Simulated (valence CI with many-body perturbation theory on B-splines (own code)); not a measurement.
# Hf LXVII: E2, E3, M2 decay

Computed by relativistic CI+MBPT: four valence electrons over a frozen Dirac-Fock core [He], a basis of 11 s, 11 p, 10 d, 8 f, 5 g, 2 h functions for each j, with the one-electron correlation potential Σ1 (screened to all orders), the two-electron term Σ2, the three-electron term Σ3, Breit, model QED; selected single and double excitations, second order for the rest, scaled by the run's own slope (own B-spline code, finite nucleus).

No measured spectrum was set against this ion. As an estimate, large intervals hold to a few tenths of a per cent, small ones and those within an open d or f shell to about a per cent. Among the levels kept, up to 1200 cm⁻¹ of a level comes from second order outside the variational space, and about a tenth of that is noise between levels of different J, which matters for small intervals.

Lines 51 to 88 of 88 in falling wavelength, among levels below 108320 × 10³ cm⁻¹, chosen from the decays that carry over 1 % of a level's rate. Wavelengths and rates use the calculated energies. Electric multipoles are in the length gauge, E1 and E2 with the static RPA response of the core. Weak lines are less certain than strong ones. Lines between different terms over intervals too small for the method are left out, as are lines whose strength nearly cancels. The highest levels of a list are the least certain.

Levels are named by their leading jj configuration (3d3/2^4 stands for four electrons in 3d with j = 3/2), which in mixed levels can hold well under half, so a name can repeat and another be missing. Letters in brackets count levels of one name in rising energy.

```tsv
λ vac (nm)	Upper	Lower	Type	A (s⁻¹)	Branch %
0.1210	(2s^2 2p3/2 3p3/2) J=3	(2s^2 2p1/2 2p3/2) J=2	E2	6.23e+11	6.5
0.1210	(2s^2 2p3/2 3p3/2) J=1	(2s^2 2p1/2 2p3/2) J=2	E2	1.30e+12	9.3
0.1210	(2s 2p3/2^2 3p3/2) J=4	(2s 2p1/2 2p3/2^2) J=2 [a]	E2	1.04e+12	20.5
0.1208	(2s^2 2p3/2 3p3/2) J=3	(2s^2 2p1/2 2p3/2) J=1	E2	9.02e+11	9.4
0.1208	(2s^2 2p3/2 3p3/2) J=1	(2s^2 2p1/2 2p3/2) J=1	E2	1.50e+11	1.1
0.1207	(2s^2 2p3/2 3p3/2) J=2	(2s^2 2p1/2 2p3/2) J=2	E2	1.05e+12	9.3
0.1205	(2s^2 2p3/2 3p3/2) J=2	(2s^2 2p1/2 2p3/2) J=1	E2	4.56e+11	4.0
0.1204	(2s^2 2p3/2 3p3/2) J=0	(2s^2 2p1/2 2p3/2) J=2	E2	1.48e+12	11.1
0.1195	(2s 2p1/2 2p3/2 3d5/2) J=5	(2s 2p1/2^2 2p3/2) J=2	E3	9.18e+09	7.4
0.1195	(2s 2p3/2^2 3d5/2) J=5	(2s 2p1/2 2p3/2^2) J=3	M2	2.37e+10	1.2
0.1190	(2s^2 2p3/2 3d5/2) J=4	(2s^2 2p1/2 2p3/2) J=2	M2	3.59e+10	13.6
0.1190	(2s^2 2p3/2 3d5/2) J=4	(2s^2 2p1/2 2p3/2) J=2	E3	3.70e+09	1.4
0.1188	(2s^2 2p3/2 3d5/2) J=4	(2s^2 2p1/2 2p3/2) J=1	E3	6.42e+09	2.4
0.1176	(2p1/2^2 2p3/2 3d3/2) J=2	(2s 2p1/2^2 2p3/2) J=1	E2	2.86e+12	1.9
0.1176	(2p1/2 2p3/2^2 3d3/2) J=4	(2s 2p1/2 2p3/2^2) J=2 [b]	E2	4.51e+12	22.0
0.1175	(2p1/2^2 2p3/2 3d3/2) J=3	(2s 2p1/2^2 2p3/2) J=1	E2	3.80e+12	7.3
0.1175	(2s 2p1/2 2p3/2 3d3/2) J=4	(2s^2 2p1/2 2p3/2) J=2	E2	4.26e+12	22.5
0.1173	(2s 2p1/2^2 3d3/2) J=2	(2s^2 2p1/2^2) J=0	E2	4.84e+12	1.9
0.1169	(2s 2p1/2 2p3/2 3d5/2) J=4 [a]	(2s^2 2p1/2 2p3/2) J=2	E2	5.49e+11	1.5
0.1167	(2s 2p1/2 2p3/2 3d3/2) J=3 [c]	(2s^2 2p1/2 2p3/2) J=2	E2	2.70e+12	2.2
0.1167	(2p1/2^2 2p3/2 3d3/2) J=2	(2s 2p1/2^2 2p3/2) J=2	E2	5.11e+12	3.4
0.1166	(2p1/2 2p3/2^2 3d3/2) J=4	(2s 2p1/2 2p3/2^2) J=3	E2	2.86e+12	13.9
0.1166	(2p1/2^2 2p3/2 3d3/2) J=3	(2s 2p1/2^2 2p3/2) J=2	E2	4.10e+12	7.9
0.1166	(2p1/2^2 2p3/2 3d3/2) J=1	(2s 2p1/2^2 2p3/2) J=2	E2	7.33e+12	1.8
0.1165	(2p1/2^2 2p3/2 3d3/2) J=0	(2s 2p1/2^2 2p3/2) J=2	E2	7.94e+12	28.7
0.1165	(2s 2p3/2^2 3d5/2) J=4 [a]	(2s^2 2p3/2^2) J=2	E2	3.51e+12	41.8
0.1164	(2p1/2 2p3/2^2 3d3/2) J=1	(2s 2p1/2 2p3/2^2) J=2 [a]	E2	6.48e+12	2.9
0.1163	(2p1/2 2p3/2^2 3d3/2) J=2	(2s 2p1/2 2p3/2^2) J=2 [a]	E2	5.68e+12	3.2
0.1163	(2p1/2 2p3/2^2 3d3/2) J=0	(2s 2p1/2 2p3/2^2) J=2 [a]	E2	6.96e+12	1.9
0.1163	(2p1/2 2p3/2^2 3d3/2) J=3	(2s 2p1/2 2p3/2^2) J=2 [a]	E2	3.48e+12	1.1
0.1161	(2p1/2 2p3/2^2 3d3/2) J=4	(2s 2p1/2 2p3/2^2) J=2 [a]	E2	5.23e+11	2.6
0.1161	(2s 2p3/2^2 3d5/2) J=1 [a]	(2s^2 2p3/2^2) J=2	E2	1.28e+13	1.3
0.1157	(2s 2p3/2^2 3d5/2) J=2 [b]	(2s^2 2p3/2^2) J=0	E2	9.86e+12	3.5
0.1156	(2p1/2^2 2p3/2 3d5/2) J=4	(2s 2p1/2^2 2p3/2) J=2	E2	8.08e+12	56.9
0.1156	(2s 2p1/2 2p3/2 3d5/2) J=4 [c]	(2s^2 2p1/2 2p3/2) J=2	E2	5.66e+12	1.2
0.1154	(2s 2p1/2 2p3/2 3d5/2) J=3 [c]	(2s^2 2p1/2 2p3/2) J=1	E2	5.72e+12	1.6
0.1153	(2s 2p3/2^2 3d5/2) J=4 [b]	(2s^2 2p3/2^2) J=2	E2	7.74e+12	25.4
0.1153	(2s 2p3/2^2 3d5/2) J=3 [b]	(2s^2 2p3/2^2) J=2	E2	1.75e+12	4.7
```
